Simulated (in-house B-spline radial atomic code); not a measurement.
**Hf V (Hf4+): [Xe] 4f14**

Method: Dirac-Kohn-Sham BHandHLYP, spherical fractional occupations, exact exchange averaged over the configuration, Fermi nucleus of rms radius 5.347 fm. Calculated with a radial B-spline atomic code at the basis-set limit.

Effective charges: Z_r = [3n² - l(l+1)]/(2<r>) from the radius, Z_e = n√(-2ε) from the energy, and Slater's rules. Values are occupation-weighted means over j. An effective charge above Z reflects the relativistic contraction of the inner shells.

| shell | electrons | ε (eV) | <r> (bohr) | Z_r | Z_e | Slater |
| --- | --- | --- | --- | --- | --- | --- |
| 1s | 2 | -65511 | 0.01899 | 79.00 | 69.39 | 71.70 |
| 2s | 2 | -11301 | 0.07975 | 75.24 | 57.64 | 67.85 |
| 2p | 6 | -9988.9 | 0.0713 | 70.13 | 54.19 | 67.85 |
| 3s | 2 | -2636.4 | 0.2079 | 64.93 | 41.76 | 60.75 |
| 3p | 6 | -2235.5 | 0.2075 | 60.24 | 38.45 | 60.75 |
| 3d | 10 | -1730.7 | 0.189 | 55.56 | 33.84 | 50.85 |
| 4s | 2 | -579.4 | 0.4685 | 51.23 | 26.10 | 44.25 |
| 4p | 6 | -445.46 | 0.4967 | 46.31 | 22.89 | 44.25 |
| 4d | 10 | -263.69 | 0.5362 | 39.16 | 17.61 | 32.85 |
| 5s | 2 | -114.72 | 1.133 | 33.08 | 14.52 | 14.35 |
| 5p | 6 | -80.329 | 1.308 | 27.91 | 12.15 | 14.35 |
| 4f | 14 | -65.34 | 0.6627 | 27.16 | 8.77 | 21.45 |

The least bound orbital is 4f7/2 at -64.55 eV, while the most diffuse is 5p3/2 (<r> = 1.339 bohr against 0.6675 bohr): energy order and size order differ.

Spin-orbit splittings of the orbital energies (j = l + 1/2 above j = l - 1/2 when positive): 2p 1193 eV, 3p 257.9 eV, 3d 55.96 eV, 4p 59.3 eV, 4d 10.97 eV, 5p 8.41 eV, 4f 1.849 eV.

For the 1s electron the small component carries 7.33 % of the norm, the zero-frequency Breit interaction raises the level by 222.2 eV, self-energy by 137.6 eV, and vacuum polarisation lowers it by 25.27 eV.
